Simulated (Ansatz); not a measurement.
Two isomers of C4H10Si: A = `[SiH3]C1CCC1`, B = `C[SiH2]C1CC1`.

Calculated with Ansatz (gas phase, PBE0-D4/def2-TZVP geometries, no zero-point term in ΔE). CCSD(T)/CBS is the MP2 limit (def2-TZVPP, def2-QZVPP) plus CCSD(T) − MP2 in def2-TZVPP, frozen cores. DFT in def2-TZVPP. B3LYP here is the variant with VWN-RPA as its local correlation; programs differ in this. Each species was taken in one conformer, which may not be the lowest.

Which isomer does CCSD(T)/CBS put lower? Give the gap. (An estimate is asked.)

The calculation gave: B, by 10.2 kcal/mol.

Give E(B) − E(A) in kcal/mol with HF/def2-TZVPP, ωB97M-V, r2SCAN-D4, PBE0-D4, B3LYP, MP2/def2-TZVPP, B2PLYP. (Best estimate.)

Ansatz gave: HF/def2-TZVPP -11.3, ωB97M-V -10.8, r2SCAN-D4 -12.9, PBE0-D4 -10.8, B3LYP -12.3, MP2/def2-TZVPP -11.0, B2PLYP -11.7. None reverses the order clearly.

Largest T1 diagnostic: 0.010.

The D4 term adds +1.2 kcal/mol with B3LYP and +0.6 kcal/mol with PBE0; it sums over pairs of atoms, weighted by their polarisabilities, and B3LYP, whose exchange is more repulsive, gets the larger term.
